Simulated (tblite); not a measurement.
Compound: C6H6O2S (charge +1 and doublet state).
Cartesian coordinates in Å at the GFN2-xTB level; atoms count from 1:
```xyz
15
C6H6O2S angstrom
C      2.765   -0.206   -0.145
S      1.737    1.182    0.359
C      0.113    0.603    0.204
C     -0.283   -0.701   -0.225
C     -1.598   -1.009   -0.300
C     -2.644   -0.057    0.038
O     -3.820   -0.210    0.005
O     -2.159    1.217    0.462
C     -0.905    1.498    0.531
H      3.794    0.136   -0.063
H      2.557   -0.478   -1.177
H      2.612   -1.052    0.521
H      0.459   -1.439   -0.487
H     -1.940   -1.984   -0.617
H     -0.692    2.509    0.872
```

All values are computed: GFN2-xTB (tblite) harmonic vibrations without scaling, gas phase. Errors from tens to a few hundred cm⁻¹ against measured bands are possible. One conformer, not necessarily the lowest. Open shells enter through the occupations alone, without spin polarisation, and single modes of such species can be off by tens of per cent.

Harmonic wavenumbers (cm⁻¹): 60.7, 89.4, 174.3, 185.9, 245.6, 290.1, 328.5, 372.0, 453.7, 455.1, 583.5, 639.7, 681.6, 707.1, 739.6, 826.5, 837.8, 893.9, 917.1, 922.8, 940.1, 1016.2, 1094.8, 1153.4, 1237.5, 1289.2, 1307.6, 1358.8, 1395.3, 1404.2, 1443.0, 1572.4, 1780.8, 3013.5, 3022.0, 3030.8, 3047.9, 3096.5, 3107.2.

A = 4220, B = 797.1, C = 673.4 MHz; mass 142.009 u (most abundant isotopes); point group Cs, symmetry number 1; spin multiplicity 2.

What is the zero-point energy?

½Σν̃ = 22858 cm⁻¹ = 273.44 kJ/mol.

Give the ideal-gas entropy at 350 K and 1 bar in the rigid-rotor, harmonic-oscillator model (classical rotation).

Translation 174.00, rotation 124.76, vibration 115.07, spin (R ln 2) 5.76: S = 419.6 J/(mol K).

And Cp and H(350 K) − H(0)?

Cp = 162.23 J/(mol K), of which vibrations give 128.97 (their classical limit is 39 R = 324.3); H(350 K) − H(0) = 33.74 kJ/mol without the zero-point energy, 22.10 from vibrations.

Which modes carry the vibrational entropy at 350 K?

60.7 cm⁻¹: 19.88; 89.4 cm⁻¹: 16.68; 174.3 cm⁻¹: 11.26; 185.9 cm⁻¹: 10.75; 245.6 cm⁻¹: 8.58; 290.1 cm⁻¹: 7.33 J/(mol K); the other 33 give 40.59 together.

How do the functions run with temperature in this model?

```json
{"T (K)": "150", "S (J/(mol K))": "318.0", "Cp (J/(mol K))": "87.1", "H − H(0) (kJ/mol)": "8.70", "G − H(0) (kJ/mol)": "-39.00", "ln q(vib)": "2.03"}
{"T (K)": "250", "S (J/(mol K))": "371.4", "Cp (J/(mol K))": "125.5", "H − H(0) (kJ/mol)": "19.32", "G − H(0) (kJ/mol)": "-73.53", "ln q(vib)": "4.10"}
{"T (K)": "298.15", "S (J/(mol K))": "395.1", "Cp (J/(mol K))": "143.7", "H − H(0) (kJ/mol)": "25.80", "G − H(0) (kJ/mol)": "-91.99", "ln q(vib)": "5.12"}
{"T (K)": "400", "S (J/(mol K))": "442.3", "Cp (J/(mol K))": "178.6", "H − H(0) (kJ/mol)": "42.27", "G − H(0) (kJ/mol)": "-134.67", "ln q(vib)": "7.33"}
{"T (K)": "600", "S (J/(mol K))": "525.0", "Cp (J/(mol K))": "228.7", "H − H(0) (kJ/mol)": "83.38", "G − H(0) (kJ/mol)": "-231.62", "ln q(vib)": "11.65"}
{"T (K)": "900", "S (J/(mol K))": "627.0", "Cp (J/(mol K))": "273.1", "H − H(0) (kJ/mol)": "159.30", "G − H(0) (kJ/mol)": "-405.00", "ln q(vib)": "17.72"}
```

q(vib) and H(0) count from the zero-point level.

Blend soft modes into free rotors: weight 1/[1 + (100 cm⁻¹/ν̃)⁴] for the oscillator and the rest for a rotor with moment μB/(μ + B), μ = h/(8π²ν), B = 10⁻⁴⁴ kg m². What vibrational entropy results?

108.21 J/(mol K) in place of 115.07, which changes −T·S at 350 K by +2.40 kJ/mol.

What must be added to the electronic energy to get the Gibbs energy at 350 K and 1 bar?

ZPE + [H(350 K) − H(0)] − T·S = 273.44 + 33.74 − 146.86 = 160.32 kJ/mol.

Hindered rotation and anharmonicity are outside this model. Other conformers, if any are populated, would add a mixing term that is left out.
